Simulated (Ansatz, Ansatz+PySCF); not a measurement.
```yaml
atoms:
  - { symbol: Zr, position_ang: [0.0000, 0.0000, 0.0000] }
  - { symbol: F, position_ang: [1.0942, 1.0942, 1.0942] }
  - { symbol: F, position_ang: [1.0942, -1.0942, -1.0942] }
  - { symbol: F, position_ang: [-1.0942, 1.0942, -1.0942] }
  - { symbol: F, position_ang: [-1.0942, -1.0942, 1.0942] }
```

Basis set: def2-SVP (spherical functions, with the set's core potentials past Kr). Left uncorrelated: 4 orbitals. Charge 0, multiplicity 1.

Computed with Ansatz (development build ahead of 0.2.0); each method stands on the lowest determinant of its kind that the runs found. Restricted open shells among the atoms or ions are ROHF, correlated in semicanonical orbitals with singles. Restricted functionals stand beside restricted open-shell atoms, which can lie above the unrestricted atoms usual in DFT and then raise those values.

Give the atomization energy at this shape (free ground-state atoms in the same class of orbitals less the molecule, no zero-point energy) of singlet ZrF4 by ωB97X (restricted), ωB97X (unrestricted), r²SCAN (restricted), r²SCAN (unrestricted), PBE (unrestricted), PBE (restricted), PBE0 (unrestricted), PBE0 (restricted), RHF-CCSD(T), RHF-CCSD, RHF-MP2, UHF-MP2, RHF, UHF.

```json
{"method": "ωB97X (restricted)", "atomization energy": "27.81 eV"}
{"method": "ωB97X (unrestricted)", "atomization energy": "27.62 eV"}
{"method": "r²SCAN (restricted)", "atomization energy": "28.26 eV"}
{"method": "r²SCAN (unrestricted)", "atomization energy": "27.77 eV"}
{"method": "PBE (unrestricted)", "atomization energy": "28.74 eV"}
{"method": "PBE (restricted)", "atomization energy": "28.93 eV"}
{"method": "PBE0 (unrestricted)", "atomization energy": "27.09 eV"}
{"method": "PBE0 (restricted)", "atomization energy": "27.30 eV"}
{"method": "RHF-CCSD(T)", "atomization energy": "26.09 eV"}
{"method": "RHF-CCSD", "atomization energy": "25.72 eV"}
{"method": "RHF-MP2", "atomization energy": "27.36 eV"}
{"method": "UHF-MP2", "atomization energy": "27.42 eV"}
{"method": "RHF", "atomization energy": "20.39 eV"}
{"method": "UHF", "atomization energy": "19.89 eV"}
```

Caution: other spin multiplicities were not run. Caution for r²SCAN (unrestricted), PBE (unrestricted), PBE0 (unrestricted): a free atom is spin contaminated.
